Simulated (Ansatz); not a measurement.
Total energies of (H3Sn)2O (Sn2OH6) from Ansatz at r2SCAN-D4/def2-TZVPD, gas phase (1 Eh = 27.2114 eV = 2625.5 kJ/mol). The reference geometry is relaxed at PBE0-D4/def2-SVP.

```tsv
state	geometry	energy (Eh)
charge 0 singlet	reference	-507.56583
charge -1 doublet	reference	-507.55791
free Sn atom (triplet)	–	-214.33076
free H atom (doublet)	–	-0.49993
free O atom (triplet)	–	-75.05928
```

In the def2 sets Sn takes a core potential; there is no spin–orbit coupling.

Task: Work out the vertical electron affinity, to the doublet.

Result: E(charge 0 singlet) − E(charge -1 doublet) = -507.56583 − (-507.55791) = -0.00792 Eh = -0.22 eV; negative, so the extra electron isn't bound.

Task: What is the binding energy per atom against free atoms?

Result: Atoms: 2 × (-214.33076) + 6 × (-0.49993) + 1 × (-75.05928) = -506.72038 Eh. Binding: -506.72038 − (-507.56583) = 0.84545 Eh = 23.01 eV, or 2.56 eV for each of 9 atoms (no zero-point energy, no counterpoise term).

At r2SCAN-D4/def2-TZVPD the highest occupied level of the charge -1 doublet lies above zero (up to 1.86 eV). By energy differences it is unbound by 0.22 eV (vertical, against the charge 0 singlet, at r2SCAN-D4/def2-TZVPD) and held by the finite basis.
